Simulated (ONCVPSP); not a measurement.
## How hard is this bromine ONCV potential?

Br, optimised norm-conserving Vanderbilt (ONCV), made with ONCVPSP 4.0.1 (revPBE, scalar-relativistic). Core [Ar], reference 3d10 4s2 4p3 (charge +2). Waves: 4s: rc 1.45 bohr, ncon 4, nbas 8, qcut 5.3 1/bohr, 2 projectors, debl 1.4 Ha; 4p: rc 1.60 bohr, ncon 5, nbas 9, qcut 5.1 1/bohr, 2 projectors, debl 3.5 Ha; 3d: rc 1.10 bohr, ncon 4, nbas 8, qcut 11.8 1/bohr, 1 projector. Local part: polynomial inside 0.85 bohr (lpopt 5, dvloc0 0 Ha). Core correction: Teter function, parameters optimised by the program.

In the s channel the program set the typed energies aside and used -1.536, 0.250 Ha.

Q: For each optimised wave give the share of its norm inside rc, the residual kinetic energy above qcut (Ha) and the cutoffs (Ha) for errors of 10, 1, 0.1 and 0.01 mHa per electron.

A:

```json
{"wave": "4s", "norm inside rc": "0.438", "residual KE": "5.8e-04", "10 mHa": "9.8", "1 mHa": "13.2", "0.1 mHa": "36.1", "0.01 mHa": "74.5"}
{"wave": "s projector 2", "norm inside rc": "0.054", "residual KE": "3.0e-04", "10 mHa": "8.5", "1 mHa": "12.0", "0.1 mHa": "27.3", "0.01 mHa": "103.5"}
{"wave": "4p", "norm inside rc": "0.389", "residual KE": "1.0e-03", "10 mHa": "6.6", "1 mHa": "13.1", "0.1 mHa": "43.0", "0.01 mHa": "87.2"}
{"wave": "p projector 2", "norm inside rc": "0.064", "residual KE": "3.5e-03", "10 mHa": "10.7", "1 mHa": "25.1", "0.1 mHa": "115.8", "0.01 mHa": "134.1"}
{"wave": "3d", "norm inside rc": "0.942", "residual KE": "2.2e-03", "10 mHa": "62.6", "1 mHa": "95.9", "0.1 mHa": "199.6", "0.01 mHa": "278.7"}
```

The occupied waves need 96 Ha and 200 Ha for 1 and 0.1 mHa. Note: ghosts flagged at negative energy: s at -98.8 eV; GHOST(+) flagged for p at 141.8 eV. A true bound ghost makes a file unfit for plane-wave use.
